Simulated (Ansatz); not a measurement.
Ideal-gas functions of `C=[CH][GaH][Cl]` at 298.15 K and 1 bar, from an Ansatz frequency run at PBE0-D4/def2-TZVP.

Molar mass 133.23 g/mol, point group Cs (symmetry number 1), electronic degeneracy 1, moments of inertia 37.959, 278.164, 316.123 u Å². Harmonic wavenumbers (cm⁻¹, unscaled): 72, 96, 270, 413, 415, 515, 568, 640, 1008, 1014, 1054, 1275, 1438, 1652, 2012, 3120, 3159, 3200.

Use S(trans) = R[1.5 ln M + 2.5 ln T − 1.1517]; rotational temperatures θ = 24.2544 K / I; S(rot) = R[ln(√π/σ · √(T³/θAθBθC)) + 1.5]; for each mode x = 1.438777 ν̃/T, S = R[x/(eˣ − 1) − ln(1 − e⁻ˣ)] and H = RT x/(eˣ − 1); 1 cm⁻¹ = 0.0119627 kJ/mol; R = 8.31446 J/(mol·K).

Task: By hand: the entropy, in J/(mol·K).

Result: Translation 169.9. Rotation: θ = 0.639, 0.0872, 0.0767 K, giving 111.0. Vibration, mode by mode: 17.15, 14.79, 6.68, 3.83, 3.80, 2.60, 2.13, 1.61, 0.38, 0.37, 0.31, 0.13, 0.06, 0.03, 0.01, 0.00, 0.00, 0.00, in all 53.9. Electronic 0.0. Sum 334.8 J/(mol·K).

Task: By hand: H − E and G − E in kJ/mol, counted from the electronic energy.

Result: Zero-point energy ½ × 21921 × 0.0119627 = 131.1; thermal vibration 8.5; translation, rotation and pV give 4 RT = 9.9. H − E = 149.5 kJ/mol, and G − E = 149.5 − 298.15 × 334.8/1000 = 49.7 kJ/mol.

Vibration gives 16 % of the entropy, 31.9 J/(mol·K) of it from the modes under 150 cm⁻¹: soft modes count most, and the harmonic formula is weakest for them. The sum counts one conformer and one mirror image; others add a mixing term.
